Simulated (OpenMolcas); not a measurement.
Levels of Au IV by method

```
Program             : OpenMolcas 26.06
Basis               : ANO-RCC-VTZP [8s7p5d3f1g]
Scalar Hamiltonian  : DKH2, point nucleus
Active space        : 8 electrons in 9 orbitals (RAS2 5d 6s; RAS3 6p, at most 2 electrons)
State averaging     : 2S+1 = 3 even, 71 roots (60 in the spin-orbit step); 2S+1 = 5 even, 15 roots kept (CI in the orbitals of an earlier block); 2S+1 = 1 even, 55 roots kept (CI in the orbitals of an earlier block); 2S+1 = 3 odd, 87 roots (49 in the spin-orbit step); 2S+1 = 5 odd, 30 roots kept (CI in the orbitals of an earlier block); 2S+1 = 1 odd, 49 roots kept (CI in the orbitals of an earlier block, 9 in the spin-orbit step)
Spin-orbit coupling : RASSI with atomic mean-field integrals over the reference wave functions, term energies averaged over their components
```

Methods on the same reference wave functions:
A. RASSCF
B. SS-RASPT2, IPEA 0.25 Eh, imaginary shift 0.1 Eh (closed shells correlated: 5s 5p)
C. MS-RASPT2, IPEA 0.25 Eh, imaginary shift 0.1 Eh (closed shells correlated: 5s 5p)

Energies in cm⁻¹ above 5d⁸ ³F₄, the measured ground level; measured values from Zainab et al., Astrophys. J. Suppl. Ser. 267, 12 (2023).

| Level | A | B | C | Measured |
| --- | --- | --- | --- | --- |
| 5d⁸ ³F₄ | 0.0 | 0.0 | 0.0 | 0.0 |
| 5d⁸ ³F₃ | 12910 | 13050 | 13070 | 12294 |
| 5d⁸ ³P₂ [50 %] | 20603 | 18970 | 18980 |  |
| 5d⁸ ³P₀ | 22708 | 18840 | 18790 | 18185 |
| 5d⁸ ³P₁ | 25526 | 22320 | 22320 | 21490 |
| 5d⁸ ¹G₄ | 29839 | 26910 | 26920 | 25702 |
| 5d⁷ 6s ⁵F₅ | 48757 | 49940 | 49960 | 51297 |
| 5d⁷ 6s ⁵F₄ [68 %] | 55963 | 56840 | 56840 |  |
| 5d⁷ 6s ⁵F₃ [71 %] | 61826 | 62500 | 62570 |  |
| 5d⁸ ¹S₀ | 63259 | 56510 | 56630 | 55278 |
| 5d⁷ 6s ³F₄(1) [52 %] | 66894 | 66860 | 66860 |  |
| 5d⁷ 6s ⁵P₃ [67 %] | 69202 | 67890 | 67950 | 68891 |
| 5d⁷ 6s ³G₅ [62 %] | 74970 | 74570 | 74590 | 75093 |
| 5d⁷ 6s ³F₃(1) [58 %] | 75724 | 75010 | 75050 |  |
| 5d⁷ 6s ³H₆ | 82369 | 81360 | 81380 |  |
| 5d⁷ 6s ³G₃ | 84207 | 83300 | 83310 |  |
| 5d⁷ 6s ³P₀(2) [51 %] | 85837 | 83160 | 83070 |  |
| 5d⁷ 6s ³H₅ [57 %] | 86049 | 84730 | 84750 |  |
| 5d⁷ 6s ³D₃(1) [57 %] | 89500 | 88580 | 88620 |  |
| 5d⁷ 6s ³H₄ [51 %] | 96872 | 95510 | 95540 |  |
| 5d⁷ 6s ³F₃(2) [67 %] | 97400 | 92860 | 92800 |  |
| 5d⁷ 6s ¹H₅ [59 %] | 98680 | 97120 | 97130 |  |
| 5d⁷ 6s ³P₀(1) [51 %] | 99713 | 97130 | 97220 |  |
| 5d⁷ 6s ³F₄(2) [67 %] | 104085 | 100420 | 100460 |  |

Deviations, from unrounded energies. A percentage is the sum of absolute deviations over the sum of measured energies, with the sign that they share, or ± where signs differ.

| Against measurement | Levels | A | B | C |
| --- | --- | --- | --- | --- |
| mean absolute deviation (cm-1) | 8 | 3000 | 950 | 950 |
| fine structure of the ground term (%) | 1 | +5.0 | +6.2 | +6.3 |
| other terms of the ground configuration (%) | 4 | +17.1 | +3.3 | +3.3 |
| other configurations (%) | 3 | ±1.5 | -1.5 | -1.4 |

B, C lie about equally close to measurement and A furthest from it. The largest miss of B in the table is 5d⁷ 6s ⁵F₅, by -1400 cm-1. The ranking rests on the paired levels alone, and a cruder setting can come out closer through cancelling errors.

Between B and C the level of the table that moves most is 5d⁸ ¹S₀, by 120 cm-1 (lowest in B, highest in C). Moves below CASPT2's spread within the term are not significant.

The two smallest mean deviations differ by little beside CASPT2's spread within terms, so their order carries little weight.

From A to B the spin-free energies of the other terms of 5d⁸ shown, above ³F, scale by factors of 0.74 to 0.84, as is usual when dynamic correlation screens the repulsion within a d or f shell.

The lowest spin-free term lies below A's lowest term by 0.407 hartree in B, 0.407 hartree in C.

Term energies are means over components that CASPT2 splits; among the terms shown or strongly mixed into the levels shown the widest spread is 1000 cm-1 (5d⁸ ¹G, C). Some high roots are left out of the spin-orbit mixing, which shifts the levels that they would mix with. Terms from blocks run as CI alone lack orbitals of their own. A single d shell beside an s shell can misplace configurations of different d count against each other. Without dynamic correlation excited terms often stand tens of per cent too high (terms of higher spin than the ground term too low), and those without a measured partner can miss by more than the paired ones (holds for A). The CASPT2 spread within a term exceeds the gap to the next term for 5d⁷ 6s ³H and 5d⁷ 6s ³P(1), so the order of their levels is uncertain (holds for B; C). Measured partners are found by configuration, term and J. A level has none where our copy of the source lacks it or the pairing is in doubt (some pairs that miss far off the trend of their configuration count as doubtful), and it then counts in no deviation. Levels of configurations outside the active space are missing. The table leaves out levels that lie high or whose names do not pair safely across all columns.

A share in square brackets marks a mixed level and gives the weight of the term that names it, the lowest over the columns. A number in round brackets counts repeated terms of one configuration in the order of the reference energies.
